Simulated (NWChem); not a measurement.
Molecule: C₂H₅BO₂; SMILES C1OB(C)O1

```xyz
10

C     -0.0021     1.9689    -0.0002
B     -0.0027     0.4173     0.0087
O      1.0402    -0.5002     0.0037
C      0.0018    -1.4624    -0.0047
O     -1.0412    -0.5042     0.0037
H     -0.9675     2.3776     0.3305
H      0.7990     2.3690     0.6393
H      0.1874     2.3368    -1.0223
H      0.0026    -2.0792    -0.9195
H      0.0026    -2.0949     0.8992
```
Atoms are numbered in this order, from 1.

All runs: NWChem. Medium grid unless said otherwise, to which SCAN and Minnesota functionals are sensitive. Coordinates come from a PBE0/def2-SVP optimisation. Total energies of different functionals are on different scales.

| level | energy (Ha) | highest occupied level (eV) | orbital gap (eV) | dipole (D) |
|---|---|---|---|---|
| PBE/def2-TZVP | -254.3865 | ? | 7.40 | 0.23 |
| B3LYP/def2-TZVP | -254.7002 | -8.87 | 9.48 | 0.21 |
| r2SCAN/def2-TZVP | -254.5543 | -7.82 | 8.17 | 0.17 |
| PW6B95/def2-TZVP | -255.0006 | -9.26 | 10.10 | 0.21 |
| BLYP/def2-TZVP | -254.6151 | -7.36 | 7.38 | 0.26 |
| LDA (Slater exchange, VWN5)/def2-TZVP | -252.6165 | -7.69 | 7.38 | 0.26 |

Q: What belongs in the gaps?

A: 
- PBE/def2-TZVP, highest occupied level (eV): -7.47
